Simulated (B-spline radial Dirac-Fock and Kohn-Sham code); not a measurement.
## Atomic SCF run for Dy²⁺

ΔSCF core binding energies without Breit or QED terms, calculated with a radial atomic solver. Keys: rel is the Hamiltonian (dirac, or spin-free x2c and nr, where L3 and M5 stand for the whole 2p and 3d shells), method is hf or an exchange,correlation pair (spin-unpolarised, also for the hole states), nuc the nuclear model, radius_factor scales its radius, rmax is the box in bohr, h the logarithmic mesh step, order the B-spline order, points the quadrature points per cell, c_factor scales the speed of light, and damp, ndamp, maxit and tol steer the iteration. The run stops when the commutator error falls below 10·tol·max(1, Z/10), or the numerical noise floor, and the energy has settled to about 1e-8 Ha; the virial ratio is −V/T.

Input (task.json):

```json
{"items": [{"Z": 66, "q": 2, "cfg": [[1, 0, 2], [2, 0, 2], [2, 1, 6], [3, 0, 2], [3, 1, 6], [3, 2, 10], [4, 0, 2], [4, 1, 6], [4, 2, 10], [4, 3, 10], [5, 0, 2], [5, 1, 6]], "A": 164, "rrms": 5.2218, "do": "settings", "holes": ["K", "L3", "M5"],
  "settings": [{"rel": "dirac", "method": "hf", "nuc": "fermi", "radius_factor": 1.0, "rmax": 45.0, "h": 0.3, "order": 8, "points": 10, "c_factor": 1.0, "maxit": 100, "damp": 0.5, "ndamp": 3, "tol": 1e-14}]}]}
```

Command: `python xray2_run.py task.json out`

Ground-state iterations:

```
iter   energy (Ha)        error
   1   -12109.41986641  2.12e+00
   2   -12125.73164179  1.62e+00
   3   -12158.90906557  4.15e-01
   4   -12160.66968976  1.38e-01
   5   -12160.91325875  4.57e-02
   6   -12160.92560866  9.18e-03
   7   -12160.92721332  1.12e-02
   8   -12160.92867725  3.01e-03
   9   -12160.92880225  2.36e-04
  10   -12160.92880303  1.25e-05
  11   -12160.92880303  5.78e-07
  12   -12160.92880303  4.95e-08
```

The ground state converged in 12 iterations, with total energy -12160.92880 Ha, virial ratio 1.91192 and highest orbital energy -26.22 eV. ΔSCF binding energies: K (1s) 54041.8 eV, L3 (2p3/2) 7825.6 eV, M5 (3d5/2) 1314.2 eV.

One setting is outside the advised range (tolerance below the noise), but here it does no visible harm: the result matches the run with default settings.
